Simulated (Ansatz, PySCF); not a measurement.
This PySCF input computes a BLYP/def2-TZVPD energy:

```python
from pyscf import gto, scf, dft

mol = gto.M(
    atom='''
    K    -0.00000000   -0.00000000   -1.56987413
    Cl    0.00000000    0.00000000    1.75456520
    ''',
    basis='def2-tzvpd',
    charge=1,
    spin=1,
    symmetry='C2v',
    verbose=4,
)

mf = dft.UKS(mol, xc='blyp').density_fit(auxbasis='def2-universal-jkfit')
mf.grids.level = 3
mf.conv_tol = 1e-9
mf.max_cycle = 100
mf.max_memory = 1500
mf.kernel()
if not mf.converged:
    mf = mf.newton()
    mf.kernel(mf.make_rdm1())
mf.analyze()
```

Task: Write an input for the same energy in Ansatz (a quantum-chemistry and plane-wave program) and say what it gives.

Result: 
Ansatz 0.2 input:
```yaml
crystal:
  periodic: [false, false, false]
  atoms:
    - {symbol: K, position_ang: [-0.00000000, -0.00000000, -1.56987413]}
    - {symbol: Cl, position_ang: [0.00000000, 0.00000000, 1.75456520]}
basis:
  gaussian:
    orbitals: def2-TZVPD
hamiltonian:
  xc: {name: BLYP}
total_charge: 1
magnetization: {spin_polarized: true, initial_magnetization: 1}
output: {forces: true}
```
It gives -1059.90296 Eh, and PySCF -1059.90299 Eh, a difference of 0.03 mEh, from the treatment of integrals and grids.
